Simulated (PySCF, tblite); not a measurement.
Isomers of C6H12ClFO, one GFN2-xTB conformer each. Single-point energies are computed at PBE0/pcSseg-1 (PySCF, gas phase, no added dispersion term), electronic only.

Task: Rank them by PBE0/pcSseg-1 energy, lowest first (kcal/mol).
A. `[CH3:1][CH2:2][C@@H:3]([F:4])[C@@H:5]([CH2:6][Cl:7])[O:8][CH3:9]` with C1–C2–C3–F4 57°, C2–C3–C5–C6 42°, C3–C5–C6–Cl7 53°, C3–C5–O8–C9 71°
B. `[CH3:1][CH2:2][C@@H:3]([CH2:4][O:5][CH3:6])[C@H:7]([F:8])[Cl:9]` with C1–C2–C3–C4 68°, C2–C3–C4–O5 -179°, C3–C4–O5–C6 -179°, C2–C3–C7–F8 63°
C. `[CH3:1][CH2:2][C@:3]([CH2:4][F:5])([CH2:6][Cl:7])[O:8][CH3:9]` with C1–C2–C3–C4 179°, C2–C3–C4–F5 44°, C2–C3–C6–Cl7 56°, C2–C3–O8–C9 -62°
D. `[CH3:1][CH:2]([CH3:3])[O:4][C@@H:5]([CH3:6])[C@@H:7]([F:8])[Cl:9]` with C1–C2–O4–C5 156°, C2–O4–C5–C6 142°, O4–C5–C7–F8 65°
E. `[CH3:1][C@@H:2]([F:3])[CH2:4][CH2:5][C@H:6]([Cl:7])[CH2:8][OH:9]` with C1–C2–C4–C5 178°, C2–C4–C5–C6 -71°, C4–C5–C6–Cl7 -60°, C5–C6–C8–O9 -177°, C6–C8–O9–H -56°
F. `[CH3:1][O:2][C@@:3]([CH3:4])([CH2:5][Cl:6])[C@@H:7]([CH3:8])[F:9]` with C1–O2–C3–C4 51°, O2–C3–C5–Cl6 174°, O2–C3–C7–C8 -47°
G. `[CH3:1][CH2:2][O:3][C@:4]([CH3:5])([CH2:6][F:7])[CH2:8][Cl:9]` with C1–C2–O3–C4 174°, C2–O3–C4–C5 170°, O3–C4–C6–F7 -75°, O3–C4–C8–Cl9 -170°
H. `[CH3:1][O:2][C@:3]([CH3:4])([CH2:5][F:6])[CH2:7][CH2:8][Cl:9]` with C1–O2–C3–C4 56°, O2–C3–C5–F6 80°, O2–C3–C7–C8 -59°, C3–C7–C8–Cl9 175°
I. `[CH3:1][CH:2]([CH3:3])[O:4][C@@H:5]([CH3:6])[C@H:7]([F:8])[Cl:9]` with C1–C2–O4–C5 161°, C2–O4–C5–C6 126°, O4–C5–C7–F8 -177°

Result: E (0.0), D (6.4), I (6.7), F (11.1), G (11.7), B (12.2), A (13.9), H (14.0), C (15.3).

As drawn, the lowest has an O–H bond, which the highest lacks. Neighbours under 2.5 kcal/mol apart (CC(C)O[C@@H](C)[C@@H](F)Cl and CC(C)O[C@@H](C)[C@H](F)Cl; CO[C@@](C)(CCl)[C@@H](C)F and CCO[C@](C)(CF)CCl; CCO[C@](C)(CF)CCl and CC[C@@H](COC)[C@H](F)Cl; CC[C@@H](COC)[C@H](F)Cl and CC[C@@H](F)[C@@H](CCl)OC; others) can change places with a better method, another conformer or zero-point energy. CC(C)O[C@@H](C)[C@@H](F)Cl and CC(C)O[C@@H](C)[C@H](F)Cl are stereoisomers, 0.3 kcal/mol apart in the conformers taken. GFN2-xTB itself gives, in the same order: 0.0, 3.3, 3.3, 3.9, 5.1, 5.9, 7.5, 6.2, 6.7. Both levels put the same isomer lowest; measured from each level's own lowest isomer, the values differ by up to 8.6 kcal/mol (CC[C@](CF)(CCl)OC: 6.7 against 15.3).

Task: Which frontier levels, dipoles and rotational constants go with these structures?

Result: 
| SMILES | HOMO (eV, PBE0/pcSseg-1) | LUMO (eV) | dipole (D) | A, B, C (MHz) |
| --- | --- | --- | --- | --- |
| C[C@@H](F)CC[C@H](Cl)CO | -8.01 | 0.71 | 1.66 | 2275, 640.5, 558.9 |
| CC(C)O[C@@H](C)[C@@H](F)Cl | -7.60 | 0.87 | 1.75 | 2425, 730.1, 632.0 |
| CC(C)O[C@@H](C)[C@H](F)Cl | -7.59 | 0.89 | 2.05 | 1834, 910.6, 675.1 |
| CO[C@@](C)(CCl)[C@@H](C)F | -7.60 | 1.01 | 1.19 | 1841, 983.0, 858.4 |
| CCO[C@](C)(CF)CCl | -7.58 | 0.87 | 1.51 | 2005, 804.8, 742.2 |
| CC[C@@H](COC)[C@H](F)Cl | -7.70 | 1.09 | 3.03 | 1315, 1007, 718.7 |
| CC[C@@H](F)[C@@H](CCl)OC | -7.52 | 0.97 | 1.86 | 1343, 1168, 698.1 |
| CO[C@](C)(CF)CCCl | -7.59 | 0.80 | 1.88 | 2576, 615.7, 568.9 |
| CC[C@](CF)(CCl)OC | -7.66 | 1.01 | 1.32 | 1679, 990.3, 837.3 |

Task: What happens when harmonic zero-point energies from GFN2-xTB frequencies are added?

Result: 
| SMILES | ZPE (kcal/mol) | electronic (kcal/mol) | with ZPE (kcal/mol) |
| --- | --- | --- | --- |
| C[C@@H](F)CC[C@H](Cl)CO | 108.5 | 0.0 | 0.0 |
| CC(C)O[C@@H](C)[C@@H](F)Cl | 107.7 | 6.4 | 5.6 |
| CC(C)O[C@@H](C)[C@H](F)Cl | 107.7 | 6.7 | 5.9 |
| CO[C@@](C)(CCl)[C@@H](C)F | 107.8 | 11.1 | 10.5 |
| CCO[C@](C)(CF)CCl | 107.8 | 11.7 | 11.0 |
| CC[C@@H](COC)[C@H](F)Cl | 108.1 | 12.2 | 11.9 |
| CC[C@@H](F)[C@@H](CCl)OC | 108.1 | 13.9 | 13.5 |
| CO[C@](C)(CF)CCCl | 108.0 | 14.0 | 13.5 |
| CC[C@](CF)(CCl)OC | 108.1 | 15.3 | 15.0 |

The zero-point energies span 0.8 kcal/mol. The order is unchanged.
